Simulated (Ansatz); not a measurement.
`CB(C)[SiH2]N` + H₂ → `CBC` + `N[SiH3]` at 500 K and 1 bar (hydrogenolysis of a B–Si bond).

Gas-phase electronic energies from Ansatz, PBE0-D4/def2-TZVP geometries. CBS: MP2 limit from def2 TZ/QZ plus the TZ coupled-cluster correction, frozen cores. This one scheme is used for every species. Each species was taken in one conformer, which may not be the lowest.

```
       species  CCSD(T)/CBS energy (Eh)  H − E (kJ/mol)  S (J/(mol·K))
`CB(C)[SiH2]N`               -450.72438           374.1          483.3
            H₂                 -1.17544            41.0          145.5
         `CBC`               -105.11307           257.5          335.4
     `N[SiH3]`               -346.80422           161.3          303.9
```

H − E and S are ideal-gas, rigid-rotor, harmonic terms from PBE0-D4/def2-TZVP, for one conformer and one mirror image of each species. For small species the MP2-based limit differs from directly extrapolated CCSD(T) by up to some mEh (0.8 for H₂); such offsets cancel only in part. 1 Eh = 2625.50 kJ/mol, R = 8.31446 J/(mol·K).

Q: By hand: ΔE, ΔH, ΔS and ΔG.

A: ΔE = (-105.11307) + (-346.80422) − (-450.72438) − (-1.17544) = -0.01747 Eh = -45.9 kJ/mol. Δ(H − E) = 257.5 + 161.3 − 374.1 − 41.0 = 3.7, so ΔH = -42.2 kJ/mol. ΔS = 335.4 + 303.9 − 483.3 − 145.5 = 10.5 J/(mol·K). ΔG = -42.2 − 500 × (10.5)/1000 = -47.5 kJ/mol.

Q: By hand: the equilibrium constant, and the temperature at which ΔG would vanish if ΔH and ΔS stayed fixed.

A: log₁₀ K = −ΔG/(RT ln 10) = 5.0. ΔH and −TΔS have one sign here, so there is no such temperature.

The number of gas molecules stays the same, so ΔS is small and ΔH decides. A doubt of 5 kJ/mol in ΔE shifts log₁₀ K by 0.5 here. Other conformers and mirror images would add mixing entropy, several J/(mol·K) or more a flexible species. Modes under 60 cm⁻¹, often nearly free rotors, make the harmonic entropy too high. These are equilibria of isolated gas molecules and say nothing of rates. Largest T1 diagnostic: 0.011 (customary marks: 0.02 for closed shells, 0.045 for open ones).

ΔS is within the doubt of such terms, so its sign, and with it that verdict, could turn.
